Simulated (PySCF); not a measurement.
Ga(Me)3(OMe2), C₅H₁₅GaO, singlet, GFN2-xTB optimised geometry.

```
22

Ga    -0.26    -1.42     0.00
C      1.79    -1.42     0.00
H      2.20    -0.64    -0.65
H      2.16    -2.38    -0.38
H      2.23    -1.29     0.99
C     -1.20    -1.84    -1.77
H     -2.28    -1.66    -1.74
H     -1.07    -2.90    -2.02
H     -0.78    -1.27    -2.61
C     -1.26    -1.78     1.75
H     -2.29    -1.42     1.70
H     -0.79    -1.32     2.62
H     -1.32    -2.86     1.95
C      0.11     1.55     1.01
O     -0.54     0.80     0.00
C     -1.44     1.57    -0.76
H     -0.62     1.97     1.71
H      0.76     0.85     1.53
H      0.71     2.35     0.57
H     -0.92     2.38    -1.29
H     -2.23     2.00    -0.13
H     -1.89     0.89    -1.49
```

Density from PBE0/def2-SVP in PySCF at that geometry.

Minimum of the electron density along straight lines between bonded atoms, close to the bond critical point (lines longer than 1.1 times the sum of covalent radii, or with two minima, are not listed):

| bond | length / Å | ρ at the minimum / e bohr⁻³ | ∇²ρ there / e bohr⁻⁵ | position (fraction from the first atom) |
|---|---|---|---|---|
| Ga1–C2 | 2.047 | 0.100 | 0.14 | 0.46 |
| C2–H3 | 1.094 | 0.266 | -0.91 | 0.62 |
| C2–H4 | 1.094 | 0.266 | -0.92 | 0.62 |
| C2–H5 | 1.094 | 0.266 | -0.91 | 0.62 |
| Ga1–C6 | 2.045 | 0.100 | 0.14 | 0.46 |
| C6–H7 | 1.094 | 0.266 | -0.91 | 0.62 |
| C6–H8 | 1.095 | 0.265 | -0.91 | 0.62 |
| C6–H9 | 1.095 | 0.266 | -0.91 | 0.62 |
| Ga1–C10 | 2.046 | 0.100 | 0.14 | 0.46 |
| C10–H11 | 1.094 | 0.266 | -0.92 | 0.62 |
| C10–H12 | 1.094 | 0.266 | -0.91 | 0.62 |
| C10–H13 | 1.094 | 0.266 | -0.92 | 0.62 |
| C14–O15 | 1.411 | 0.253 | -0.29 | 0.34 |
| O15–C16 | 1.410 | 0.252 | -0.29 | 0.66 |
| C14–H17 | 1.095 | 0.280 | -1.06 | 0.64 |
| C14–H18 | 1.089 | 0.285 | -1.12 | 0.65 |
| C14–H19 | 1.096 | 0.280 | -1.06 | 0.64 |
| C16–H20 | 1.096 | 0.280 | -1.06 | 0.64 |
| C16–H21 | 1.095 | 0.280 | -1.06 | 0.64 |
| C16–H22 | 1.088 | 0.286 | -1.13 | 0.65 |
